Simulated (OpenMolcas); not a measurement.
**Os6+: moving or changing the point charges**

Os6+ among 2 point charges of -2 e arranged as a linear pair (D∞h), 1.98 Å from the ion.

* Program: OpenMolcas
* Method: SS-CASPT2, IPEA 0.25 Eh, imaginary shift 0.1 Eh (closed shells correlated: 5s 5p)
* Basis: ANO-RCC-VDZP [7s6p4d2f1g]
* Scalar Hamiltonian: DKH2, point nucleus
* Active space: 2 electrons in 5 orbitals (5d)
* State averaging: 2S+1 = 3 even, 10 roots; 2S+1 = 1 even, 15 roots
* Spin-orbit coupling: state interaction with AMFI integrals over the reference wave functions

Runs around this geometry, states (labels by Λ). Energies in cm-1 above the lowest state or level, χT in cm3 K/mol.

```
R (Å)  q (e)  Ground state  First state of that spin  First gap with spin-orbit (degeneracies)  χT at 300 K  First state of another spin
 1.98   -1.3            3Σ                    3Φ 750                               1190 (1, 2)        0.049                      1Σ 8510
 1.82     -2            3Σ                   3Φ 7670                               6550 (1, 2)        0.026                      1Γ 8480
 1.98     -2            3Σ                   3Φ 4610                               3970 (1, 2)        0.029                      1Γ 8830
 2.14     -2            3Σ                   3Φ 2440                               2290 (1, 2)        0.036                      1Σ 8670
```

Taking the first state of the same spin as R^-n, n = -ln(2440 / 7670) / ln(2.14 / 1.82) = 7.1 between the shortest and longest distance.

Scaling the charges by -1.3 / -2 = 0.65 scales the first state of the same spin by 750 / 4610 = 0.16; with fixed orbitals a first-order splitting would follow the charge.

Roots that are degenerate in the reference are averaged as groups; the widest CASPT2 spread within a group is 31 cm-1 (the 2-fold group of multiplicity 1 near 40400 cm-1 above the lowest state of its run, R = 1.82, q = -2). Shifts and gaps below about the spread of the groups concerned are not significant. Free-ion shares, where given, are those of the reference states; single-state CASPT2 does not remix them. Spin-orbit coupling mixes the spin-free states strongly: the lowest level takes only 48 % from its leading state, 3Σ (figures for R = 1.98, q = -1.3; the like holds for R = 1.82, q = -2, R = 1.98, q = -2, R = 2.14, q = -2). This is an electrostatic model: the charges have no orbitals. No measured value stands beside these numbers.
